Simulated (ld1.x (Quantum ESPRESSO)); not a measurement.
An all-electron radial function and its pseudo partner (He)

Columns: radius, all-electron u(r) and pseudo u(r) of the 1s shell (level -15.50 eV) of helium in the configuration 1s2; PBEsol, scalar-relativistic, TM scheme, ld1.x (Quantum ESPRESSO) 7.5.

```
r (bohr)  all-electron  pseudo
   0.030        0.1344  0.1121
   0.060        0.2531  0.2219
   0.090        0.3577  0.3270
   0.120        0.4495  0.4252
   0.150        0.5296  0.5147
   0.180        0.5994  0.5941
   0.210        0.6597  0.6626
   0.240        0.7116  0.7199
   0.270        0.7560  0.7667
   0.300        0.7935  0.8041
   0.330        0.8248  0.8337
   0.360        0.8507  0.8569
   0.390        0.8718  0.8753
   0.420        0.8884  0.8900
   0.450        0.9011  0.9016
   0.480        0.9103  0.9103
   0.510        0.9163  0.9163
   0.540        0.9196  0.9196
   0.570        0.9204  0.9204
   0.600        0.9191  0.9191
   0.630        0.9157  0.9157
   0.660        0.9107  0.9107
   0.690        0.9041  0.9041
   0.720        0.8962  0.8962
   0.750        0.8871  0.8871
   0.780        0.8770  0.8770
```

(1) How many radial nodes do the two functions have?

(2) At about which radius was the pseudo-wave matched?

(3) Is the pseudo-wave norm-conserving?

## Answers

(1) The all-electron 1s function has n − l − 1 = 0; the pseudo-wave has 0.

(2) 0.54 bohr. The columns agree to 0.0005 from 0.45 bohr on; several derivatives are matched, so the curves merge somewhat inside the radius.

(3) Yes: the TM scheme keeps the norm inside the radius equal to the all-electron one, which fixes the energy derivative of the logarithmic derivative at the level.
